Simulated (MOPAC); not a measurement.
MOPAC input (PM7):

```
PM7 PRECISE GNORM=0.05 LET XYZ CHARGE=-1 GEO-OK AUX(PRECISION=9) THREADS=1
C2H5F2Ge

C     1.74758100 1    0.10306200 1   -0.94485800 1
Ge    0.11109300 1    0.01195800 1   -0.08683100 1
C    -1.77762500 1    0.22992800 1   -0.69627000 1
F    -0.11231800 1   -1.57415100 1    0.72989800 1
F     0.02560800 1    1.17163200 1    1.28450100 1
H     1.84876300 1   -0.67022700 1   -1.70979500 1
H     1.93761300 1    1.09856900 1   -1.35252800 1
H    -1.91586300 1    1.22792100 1   -1.11730600 1
H    -2.00310500 1   -0.50885400 1   -1.46810500 1
H    -2.46172700 1    0.09466800 1    0.14351900 1
```

From the output:

```
                                                       MOPAC v23.2.5 Linux

          FINAL HEAT OF FORMATION =       -124.27503 KCAL/MOL =    -519.96673 KJ/MOL

          COSMO AREA              =        119.13 SQUARE ANGSTROMS
          COSMO VOLUME            =        108.04 CUBIC ANGSTROMS

          GRADIENT NORM           =          0.04117          =       0.01302 PER ATOM
          IONIZATION POTENTIAL    =          2.301614 EV
          HOMO LUMO ENERGIES (EV) =         -2.302  4.405
          NO. OF FILLED LEVELS    =         16
          MOLECULAR WEIGHT        =        139.6483         POINT GROUP:  Cs

          MOLECULAR DIMENSIONS (Angstroms)

            Atom       Atom       Distance
            H    10    H     6     4.73977
            H     9    F     5     3.55016
            H     8    F     4     3.18686

          SCF CALCULATIONS        =         24

   ATOM   CHEMICAL          X               Y               Z
  NUMBER   SYMBOL      (ANGSTROMS)     (ANGSTROMS)     (ANGSTROMS)

     1       C          1.50679575  *   0.14013310  *  -1.06848428  *
     2      Ge          0.09616444  *  -0.00697031  *   0.01043946  *
     3       C         -1.75536018  *   0.22997148  *  -0.70204912  *
     4       F         -0.05601677  *  -1.39464440  *   0.66213808  *
     5       F          0.06568902  *   1.02788723  *   1.15146689  *
     6       H          1.94926513  *  -0.73037634  *  -1.45739578  *
     7       H          2.03847972  *   1.04635683  *  -1.09855034  *
     8       H         -1.79398029  *   1.22933355  *  -1.10952614  *
     9       H         -1.88208795  *  -0.52485980  *  -1.46385107  *
    10       H         -2.44340724  *   0.09887216  *   0.11810566  *

                             CARTESIAN COORDINATES

   1    C        1.506795751     0.140133096    -1.068484278
   2   Ge        0.096164436    -0.006970305     0.010439464
   3    C       -1.755360176     0.229971477    -0.702049124
   4    F       -0.056016767    -1.394644400     0.662138079
   5    F        0.065689025     1.027887235     1.151466891
   6    H        1.949265134    -0.730376344    -1.457395783
   7    H        2.038479725     1.046356831    -1.098550338
   8    H       -1.793980288     1.229333552    -1.109526136
   9    H       -1.882087946    -0.524859801    -1.463851074
  10    H       -2.443407243     0.098872160     0.118105663

           Empirical Formula: C2 H5 Ge F2  =    10 atoms

      MOLECULAR POINT GROUP   :   Cs

                  EIGENVALUES
 -33.02746 -32.68701 -19.88116 -17.04852 -13.06419  -9.97216  -9.95333  -9.79730
  -9.14126  -9.07100  -8.88993  -8.30827  -7.63600  -6.15751  -5.02753  -2.30161
   4.40510   4.83124   5.92123   8.41239  10.48219  10.55628  11.53752  12.41584
  13.16425

              NET ATOMIC CHARGES AND DIPOLE CONTRIBUTIONS

  ATOM NO.   TYPE          CHARGE      No. of ELECS.   s-Pop       p-Pop
    1          C          -0.753564        4.7536     1.01448     3.73909
    2         Ge           0.608474        3.3915     1.13042     2.26111
    3          C          -0.526730        4.5267     1.04692     3.47981
    4          F          -0.503317        7.5033     1.93504     5.56828
    5          F          -0.503329        7.5033     1.93505     5.56828
    6          H           0.135424        0.8646     0.86458
    7          H           0.135427        0.8646     0.86457
    8          H           0.134609        0.8654     0.86539
    9          H           0.134606        0.8654     0.86539
   10          H           0.138400        0.8616     0.86160
 DIPOLE           X         Y         Z       TOTAL
 POINT-CHG.    -2.092     0.439    -1.652     2.702
 HYBRID        -0.410    -0.182     1.001     1.096
 SUM           -2.503     0.257    -0.652     2.599

          ATOMIC ORBITAL ELECTRON POPULATIONS

     Atom    s        px        py        pz
    1  C   1.01448   1.15782   1.14135   1.43992
    2 Ge   1.13042   1.03622   0.45031   0.77458
    3  C   1.04692   1.18855   1.13832   1.15294
    4  F   1.93504   1.97064   1.70337   1.89427
    5  F   1.93505   1.97370   1.80706   1.78752
    6  H   0.86458
    7  H   0.86457
    8  H   0.86539
    9  H   0.86539
   10  H   0.86160

 **********************
 *                    *
 * JOB ENDED NORMALLY *
 *                    *
 **********************

 == MOPAC DONE ==
```

The dipole moment of an ion depends on the origin.

The geometry given is a B3LYP-D3(BJ)/def2-TZVP minimum.
